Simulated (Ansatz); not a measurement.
```yaml
crystal:
  periodic: [false, false, false]
  atoms:
    - {symbol: Li, position_ang: [-1.010146, -1.004098, -3.377149]}
    - {symbol: Cl, position_ang: [-1.356982, -1.350856, -1.126834]}
    - {symbol: Li, position_ang: [-1.102533, -1.099480, 1.201569]}
    - {symbol: Cl, position_ang: [-1.272576, -1.271084, 3.550962]}
    - {symbol: Cl, position_ang: [-1.274228, 1.275394, -3.548947]}
    - {symbol: Li, position_ang: [-1.100795, 1.103550, -1.199723]}
    - {symbol: Cl, position_ang: [-1.350036, 1.355878, 1.129284]}
    - {symbol: Li, position_ang: [-1.000686, 1.007509, 3.378968]}
    - {symbol: Cl, position_ang: [1.268319, -1.276204, -3.550471]}
    - {symbol: Li, position_ang: [1.098395, -1.103460, -1.201270]}
    - {symbol: Cl, position_ang: [1.351886, -1.355721, 1.126962]}
    - {symbol: Li, position_ang: [1.006807, -1.007084, 3.377209]}
    - {symbol: Li, position_ang: [1.004485, 1.003385, -3.379040]}
    - {symbol: Cl, position_ang: [1.354610, 1.351046, -1.129399]}
    - {symbol: Li, position_ang: [1.104446, 1.099753, 1.199435]}
    - {symbol: Cl, position_ang: [1.279024, 1.271495, 3.548443]}
basis:
  gaussian: {orbitals: def2-TZVP, initial_orbitals: start.molden}
total_charge: 1
magnetization: {spin_polarized: true, initial_magnetization: 1}
hamiltonian: {xc: {name: r2SCANh}, dispersion: d4}
scf: {omitted_lower_state_checks: [starts]}
output: {orbitals: {seedname: orbitals}}
```

The file start.molden holds the orbitals of an earlier run on this structure, at another level or in another basis.

```sh
$ ansatz run in.yaml --threads 4 --pin off --events-out ev --progress --plain --max-ram 6963MiB
```

**Question.** Does this run fit into the memory that it is given?

**Answer.** No. It has 408 basis functions, and Ansatz plans for 7.03 GiB where 6.79 GiB are given.
